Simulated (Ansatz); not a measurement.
Isolated molecules relaxed with PBE0-D4/def2-TZVP in Ansatz; ΔE leaves out vibrations. CCSD(T)/CBS adds triple-zeta CCSD(T) − MP2 to the extrapolated MP2 energy (def2 sets, frozen cores). DFT in def2-TZVPP. Elements past krypton have def2 core potentials. For Te outer-core shells are correlated without core-valence functions, which leaves a few kJ/mol of doubt a bond. Each species was taken in one conformer, which may not be the lowest.

`[CH3][Al]([CH3])[TeH]` + `BC(O)[SiH3]` → `BC([SiH3])OC` + `[CH3][AlH][TeH]`  (substitution at a C–Al bond)

`[CH3][Al]([CH3])[TeH]`:

Cartesian coordinates in Å:
```
C 1.147 0.599 -1.095
Al -0.305 -0.149 -0.030
C -0.285 -0.218 1.920
Te -2.366 -1.092 -1.181
H 2.104 0.145 -0.819
H 1.242 1.674 -0.906
H 1.003 0.461 -2.168
H -0.145 0.783 2.341
H 0.555 -0.827 2.273
H -1.200 -0.636 2.344
H -1.749 -0.741 -2.679
```

`BC(O)[SiH3]`:

```xyz
11

B     0.511    0.970    1.039
C    -0.164   -0.341    0.693
O    -1.549   -0.439    0.923
Si    0.231   -0.182   -1.213
H     1.707    1.013    0.964
H    -0.121    1.959    1.257
H     0.396   -1.245    0.974
H    -1.891   -1.219    0.479
H    -0.815   -1.008   -1.874
H     0.118    1.212   -1.717
H     1.578   -0.720   -1.524
```

`BC([SiH3])OC`:

Cartesian coordinates in Å:
```
B -0.186 1.912 0.209
C 0.298 0.542 -0.212
Si -0.303 -0.164 1.533
O -0.338 -0.096 -1.281
C 0.225 -1.335 -1.622
H -1.226 2.358 -0.172
H 0.460 2.486 1.040
H 1.382 0.371 -0.192
H -0.859 -1.513 1.268
H -1.387 0.674 2.117
H 0.827 -0.232 2.490
H 0.155 -2.057 -0.798
H -0.331 -1.719 -2.477
H 1.282 -1.228 -1.903
```

`[CH3][AlH][TeH]`:

Z-matrix (Å, degrees):
```
C
Al 1 1.947
H 1 1.092 2 113.0
H 1 1.095 2 110.5 3 121.1
H 1 1.095 2 110.4 3 -121.1
Te 2 2.533 1 118.5 3 -0.3
H 2 1.584 1 123.8 3 179.7
H 6 1.657 2 91.2 1 179.9
```

```tsv
level	ΔE (eV)
ωB97X-V	0.85
CCSD/CBS(def2)	0.94
```

(1) What does CCSD(T)/CBS give? (Best estimate.)

Largest T1 diagnostic among the species: 0.013.

Answers

(1) Computed: +0.93 eV. The listed levels differ from it by -0.08, 0.01 eV.

In def2-TZVPP, CCSD(T) changes the Hartree–Fock value by +0.06 eV (the triples alone add −0.01 eV) and MP2 by +0.13 eV.
